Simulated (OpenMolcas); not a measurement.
**Mn2+: effect of the active space**

* Program: OpenMolcas 26.06
* Method: MS-CASPT2 or its RAS form, IPEA 0.25 Eh, imaginary shift 0.1 Eh
* Basis: ANO-RCC-VDZP
* Scalar Hamiltonian: DKH2, point nucleus
* Spin-orbit coupling: state interaction with AMFI integrals over the reference wave functions, term energies averaged over their components

A. 5 electrons in 5 orbitals (3d); 2S+1 = 6 even, 1 root; 2S+1 = 4 even, 24 roots; 2S+1 = 2 even, 75 roots; closed shells correlated: 3s 3p; CASPT2 step of the order of 4 core-seconds
B. 5 electrons in 6 orbitals (3d 4s); 2S+1 = 6 even, 6 roots; 2S+1 = 4 even, 59 roots; 2S+1 = 2 even, 81 roots (67 in the spin-orbit step); closed shells correlated: 3s 3p; CASPT2 step of the order of 28 core-seconds
C. 5 electrons in 9 orbitals (RAS2 3d 4s; RAS3 4p, at most 2 electrons); 2S+1 = 6 even, 6 roots; 2S+1 = 4 even, 64 roots kept (CI in the orbitals of an earlier block); 2S+1 = 2 even, 88 roots kept (CI in the orbitals of an earlier block); 2S+1 = 6 odd, 15 roots; 2S+1 = 4 odd, 15 roots kept (CI in the orbitals of an earlier block); 2S+1 = 2 odd, 9 roots kept (CI in the orbitals of an earlier block, 0 in the spin-orbit step); closed shells correlated: 3s 3p; CASPT2 step roughly 2.4 core-minutes

Energies in eV above 3d5 6S 5/2, the measured ground level; measured values from Corliss and Sugar, J. Phys. Chem. Ref. Data 6, 1253 (1977).

```tsv
Level	A	B	C	Measured
3d5 6S 5/2	0.0000	0.0000	0.0000	0.0000
3d5 4G 5/2	3.583	3.548	3.563	
3d5 4G 7/2	3.585	3.550	3.566	3.3302
3d5 4G 11/2	3.586	3.551	3.567	
3d5 4G 9/2	3.587	3.552	3.568	
3d5 4P 5/2	3.863	3.815	3.787	3.6163
3d5 4P 3/2	3.868	3.820	3.793	
3d5 4P 1/2	3.872	3.826	3.799	
3d5 4D 7/2	4.299	4.248	4.222	4.0056
3d5 4D 1/2	4.305	4.255	4.230	4.0132
3d5 4D 3/2	4.308	4.259	4.234	
3d5 4D 5/2	4.309	4.259	4.234	4.0151
3d5 2I 11/2	5.245	4.911	5.247	4.8570
3d5 2I 13/2	5.250	4.916	5.254	4.8573
3d5 2D 5/2(1)	5.477	5.140	5.375	5.1129
3d5 2D 3/2(1)	5.519	5.185	5.425	5.1540
3d5 2F 7/2(1)	5.674	5.323	5.580	5.2825
3d5 2F 5/2(1) [71 %]	5.726	5.387	5.641	5.3444
3d5 4F 9/2	5.843	5.759	5.684	5.4024
3d5 4F 7/2	5.845	5.766	5.688	5.4060
3d5 4F 5/2	5.851	5.771	5.700	5.4142
3d5 4F 3/2	5.855	5.775	5.703	5.4150
3d5 2H 9/2	6.235	5.896	6.135	5.7672
3d5 2H 11/2	6.257	5.917	6.165	5.7864
```

Deviations, from unrounded energies. A percentage is the sum of absolute deviations over the sum of measured energies, with the sign that they share, or ± where signs differ.

```tsv
Against measurement	Levels	A	B	C
mean absolute deviation (cm-1)	17	3000	1500	2300
other terms of the ground configuration (%)	17	+7.7	+3.7	+5.9
```

B lies closest to measurement on these levels and A furthest from it. The largest miss of B in the table is 3d5 4F 3/2, by +2900 cm-1. The ranking rests on the paired levels alone, and a cruder setting can come out closer through cancelling errors.

The spin-orbit steps hold different terms of 3d5 (B lacks a 2D, 2P; C lacks a 2D, a 2G, 2P), which shifts levels as well.

Among A to C the level of the table that moves most is 3d5 2F 7/2(1), by 2800 cm-1 (lowest in B, highest in A). Moves below CASPT2's spread within the term are not significant.

Term energies are means over components that CASPT2 splits; among the terms shown or strongly mixed into the levels shown the widest spread is 1100 cm-1 (3d5 2I, B). Over all roots computed the reference weight is 0.89 to 0.96 in C; the roots of lowest weight are the least certain, and an intruder state may touch them. Blocks of more than 70 roots (2S+1 = 2 even) ran without multistate coupling (holds for A; C). Some high roots are left out of the spin-orbit mixing, which shifts the levels that they would mix with (holds for B; C). Terms from blocks run as CI alone lack orbitals of their own (holds for C). Computed and measured levels are paired by configuration, term and J; levels that our copy of the source lacks, or whose pairing is in doubt (as where it misses far off the trend of its configuration), stay unpaired and out of the deviations. Levels of configurations outside the active space are missing. The table leaves out levels that lie high or whose names do not pair safely across all columns.

A share in square brackets marks a mixed level and gives the weight of the term that names it, the lowest over the columns. A number in round brackets counts repeated terms of one configuration in the order of the reference energies.
